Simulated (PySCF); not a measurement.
beryllium hydride (HBe), doublet, geometry from GFN2-xTB (such geometries of metal compounds can be far from the true shape), with bond 1-2 at 2.0 times its length. Base run: BLYP/3-21G in PySCF.

The PySCF input:
```python
from pyscf import gto, scf, dft

mol = gto.Mole()
mol.atom = '''
    Be    0.00000000    0.00000000   -1.57486538
    H     0.00000000    0.00000000    1.04991026
'''
mol.basis = '3-21g'
mol.spin = 1
mol.verbose = 4
mol.build()

mf = dft.UKS(mol)
mf.xc = 'blyp'
mf.kernel()
mf.analyze()
```

Variants of this job, named by their change:

| change | ΔE vs base (µEh) | SCF cycles | <S^2> | outcome |
|---|---|---|---|---|
| base | 0.0 | 10 | 0.797 | converged |
| level_shift = 0.5 (with mf.max_cycle = 100) | 0.0 | 46 | 0.797 | converged |
| init_guess = sap | 0.0 | 12 | 0.797 | converged |
| init_guess = mod_huckel | 0.0 | 12 | 0.797 | converged |
| diis = off; damp = 0.3 (with mf.diis_start_cycle = 200; with mf.max_cycle = 150) | - | 150 | - | not converged |
| conv_tol_grad = 1e-7 | 0.0 | 11 | 0.797 | converged |
| init_guess = vsap | 0.0 | 9 | 0.797 | converged |
| conv_tol = 1e-6 | 0.0 | 9 | 0.797 | converged |
| init_guess = atom | 0.0 | 11 | 0.797 | converged |
| solver = newton | 0.0 | - | 0.797 | converged |
| conv_tol = 1e-4 | 3.5 | 7 | 0.797 | converged |
| level_shift = 1.0 (with mf.max_cycle = 100) | 0.0 | 87 | 0.797 | converged |
| diis_space = 12 | 0.0 | 10 | 0.797 | converged |

Open shells are given as the SCF converged; they aren't shown to be the lowest states, and a large step between rows can be another state.
